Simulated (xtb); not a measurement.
xtb input (GFN2-xTB):

```bash
xtb mol.xyz --gfn 2 --sp --chrg -1 --uhf 0
```
mol.xyz:
```
8

C     -2.11124146    -0.26009625    -0.76618520
S     -1.06923458    -0.37870480     0.72893469
Ge     1.09904625     0.23458947    -0.04974273
H     -2.08737288     0.75584864    -1.16471542
H     -1.74293116    -0.93723449    -1.53908324
H     -3.14501663    -0.52479635    -0.52021330
H      1.01720269    -0.70465228    -1.37140839
H      0.56383993     1.52382578    -0.87865616
```

Output:

```
           -------------------------------------------------
          |                Calculation Setup                |
           -------------------------------------------------

           -------------------------------------------------
          |                 G F N 2 - x T B                 |
           -------------------------------------------------

        Reference                      10.1021/acs.jctc.8b01176
      * Hamiltonian:
        H0-scaling (s, p, d)           1.850000    2.230000    2.230000
        zeta-weighting                 0.500000
      * Dispersion:
        s8                             2.700000
        a1                             0.520000
        a2                             5.000000
        s9                             5.000000
      * Repulsion:
        kExp                           1.500000    1.000000
        rExp                           1.000000
      * Coulomb:
        alpha                          2.000000
        third order                    shell-resolved
        anisotropic                    true
        a3                             3.000000
        a5                             4.000000
        cn-shift                       1.200000
        cn-exp                         4.000000
        max-rad                        5.000000

          ...................................................
          :                      SETUP                      :
          :.................................................:
          :  # basis functions                  29          :
          :  # atomic orbitals                  27          :
          :  # shells                           13          :
          :  # electrons                        20          :
          :  max. iterations                   250          :
          :  Hamiltonian                  GFN2-xTB          :
          :  restarted?                      false          :
          :  GBSA solvation                  false          :
          :  PC potential                    false          :
          :  electronic temp.          300.0000000     K    :
          :  accuracy                    1.0000000          :
          :  -> integral cutoff          0.2500000E+02      :
          :  -> integral neglect         0.1000000E-07      :
          :  -> SCF convergence          0.1000000E-05 Eh   :
          :  -> wf. convergence          0.1000000E-03 e    :
          :  Broyden damping             0.4000000          :
          :  net charge                         -1          :
          :  unpaired electrons                  0          :
          ...................................................

 iter      E             dE          RMSdq      gap      omega  full diag
   1    -10.0581687 -0.100582E+02  0.905E+00    4.97       0.0  T
   2    -10.1499410 -0.917723E-01  0.690E+00    4.58       1.0  T
   3    -10.1547621 -0.482109E-02  0.318E+00    4.62       1.0  T
   4    -10.1557992 -0.103708E-02  0.134E+00    4.12       1.0  T
   5    -10.1557285  0.706749E-04  0.135E+00    4.33       1.0  T
   6    -10.1566594 -0.930911E-03  0.182E-01    4.29       1.0  T
   7    -10.1566804 -0.209490E-04  0.876E-02    4.27       1.0  T
   8    -10.1566813 -0.930854E-06  0.334E-02    4.27       1.1  T
   9    -10.1566814 -0.705635E-07  0.255E-03    4.27      13.9  T
  10    -10.1566814 -0.810392E-10  0.102E-03    4.27      34.7  T
  11    -10.1566814 -0.150765E-08  0.157E-04    4.27     224.6  T
  12    -10.1566814 -0.297007E-10  0.496E-05    4.27     713.5  T

   *** convergence criteria satisfied after 12 iterations ***

         #    Occupation            Energy/Eh            Energy/eV
      -------------------------------------------------------------
         1        2.0000           -0.4966702             -13.5151
       ...           ...                  ...                  ...
         4        2.0000           -0.3298649              -8.9761
         5        2.0000           -0.3277207              -8.9177
         6        2.0000           -0.2819438              -7.6721
         7        2.0000           -0.2109358              -5.7399
         8        2.0000           -0.1923423              -5.2339
         9        2.0000           -0.1608950              -4.3782
        10        2.0000           -0.1530924              -4.1659 (HOMO)
        11                          0.0038643               0.1052 (LUMO)
        12                          0.0327114               0.8901
        13                          0.0607319               1.6526
        14                          0.1690832               4.6010
        15                          0.1864459               5.0735
       ...                                ...                  ...
        27                          1.0415293              28.3415
      -------------------------------------------------------------
                  HL-Gap            0.1569567 Eh            4.2710 eV
             Fermi-level           -0.0746140 Eh           -2.0304 eV

 SCC (total)                   0 d,  0 h,  0 min,  0.004 sec
 SCC setup                      ...        0 min,  0.000 sec (  1.481%)
 Dispersion                     ...        0 min,  0.000 sec (  0.568%)
 classical contributions        ...        0 min,  0.000 sec (  0.298%)
 integral evaluation            ...        0 min,  0.001 sec ( 14.006%)
 iterations                     ...        0 min,  0.002 sec ( 52.605%)
 molecular gradient             ...        0 min,  0.001 sec ( 28.364%)
 printout                       ...        0 min,  0.000 sec (  2.172%)

         :::::::::::::::::::::::::::::::::::::::::::::::::::::
         ::                     SUMMARY                     ::
         :::::::::::::::::::::::::::::::::::::::::::::::::::::
         :: total energy             -10.094502291496 Eh    ::
         :: gradient norm              0.026572632236 Eh/a0 ::
         :: HOMO-LUMO gap              4.271008401347 eV    ::
         ::.................................................::
         :: SCC energy               -10.156680068326 Eh    ::
         :: -> isotropic ES            0.117067447694 Eh    ::
         :: -> anisotropic ES         -0.004100923982 Eh    ::
         :: -> anisotropic XC          0.005928283745 Eh    ::
         :: -> dispersion             -0.006998151274 Eh    ::
         :: repulsion energy           0.062177776830 Eh    ::
         :: add. restraining           0.000000000000 Eh    ::
         :: total charge              -1.000000000000 e     ::
         :::::::::::::::::::::::::::::::::::::::::::::::::::::

           -------------------------------------------------
          |                Property Printout                |
           -------------------------------------------------

    * Orbital Energies and Occupations

         #    Occupation            Energy/Eh            Energy/eV
      -------------------------------------------------------------
         1        2.0000           -0.4966702             -13.5151
         2        2.0000           -0.4318726             -11.7519
         3        2.0000           -0.3643066              -9.9133
         4        2.0000           -0.3298649              -8.9761
         5        2.0000           -0.3277207              -8.9177
         6        2.0000           -0.2819438              -7.6721
         7        2.0000           -0.2109358              -5.7399
         8        2.0000           -0.1923423              -5.2339
         9        2.0000           -0.1608950              -4.3782
        10        2.0000           -0.1530924              -4.1659 (HOMO)
        11                          0.0038643               0.1052 (LUMO)
        12                          0.0327114               0.8901
Note: The following floating-point exceptions are signalling: IEEE_UNDERFLOW_FLAG IEEE_DENORMAL
normal termination of xtb
        13                          0.0607319               1.6526
        14                          0.1690832               4.6010
        15                          0.1864459               5.0735
        16                          0.2112533               5.7485
        17                          0.2130815               5.7982
        18                          0.2277476               6.1973
        19                          0.2782068               7.5704
        20                          0.3034657               8.2577
        21                          0.3394880               9.2379
       ...                                ...                  ...
        27                          1.0415293              28.3415
      -------------------------------------------------------------
                  HL-Gap            0.1569567 Eh            4.2710 eV
             Fermi-level           -0.0746140 Eh           -2.0304 eV

     #   Z          covCN         q      C6AA      α(0)
     1   6 C        3.741     0.022    20.274     6.424
     2  16 S        1.820    -0.576   167.393    21.776
     3  32 Ge       2.617     0.127   219.455    28.940
     4   1 H        0.924    -0.001     3.070     2.740
     5   1 H        0.924    -0.001     3.070     2.740
     6   1 H        0.924    -0.014     3.321     2.850
     7   1 H        0.883    -0.278    19.212     6.861
     8   1 H        0.883    -0.278    19.212     6.861

 Mol. C6AA /au·bohr⁶  :       2128.251193
 Mol. C8AA /au·bohr⁸  :      92725.591326
 Mol. α(0) /au        :         79.192730

Wiberg/Mayer (AO) data.
largest (>0.10) Wiberg bond orders for each atom

 ---------------------------------------------------------------------------
     #   Z sym  total        # sym  WBO       # sym  WBO       # sym  WBO
 ---------------------------------------------------------------------------
     1   6 C    3.993 --     2 S    1.016     5 H    0.992     4 H    0.992
                             6 H    0.989
     2  16 S    1.785 --     1 C    1.016     3 Ge   0.730
     3  32 Ge   2.541 --     8 H    0.903     7 H    0.903     2 S    0.730
     4   1 H    1.000 --     1 C    0.992
     5   1 H    1.000 --     1 C    0.992
     6   1 H    1.000 --     1 C    0.989
     7   1 H    0.922 --     3 Ge   0.903
     8   1 H    0.922 --     3 Ge   0.903
 ---------------------------------------------------------------------------

Topologies differ in total number of bonds
Writing topology from bond orders to xtbtopo.mol

molecular dipole:
                 x           y           z       tot (Debye)
 q only:        0.599       0.041       0.363
   full:       -0.044       0.082      -0.410       1.069
molecular quadrupole (traceless):
                xx          xy          yy          xz          yz          zz
 q only:        0.071      -1.350       0.431       5.237       1.401      -0.502
  q+dip:       -2.441      -2.735       2.793       6.581       2.268      -0.351
   full:       -0.883      -2.021       1.720       5.967       1.966      -0.837

           -------------------------------------------------
          | TOTAL ENERGY              -10.094502291496 Eh   |
          | GRADIENT NORM               0.026572632236 Eh/α |
          | HOMO-LUMO GAP               4.271008401347 eV   |
           -------------------------------------------------

------------------------------------------------------------------------
------------------------------------------------------------------------
 total:
 SCF:
```

It need not be the lowest isomer of its formula. Whether it binds its extra electron was not tested at this geometry.
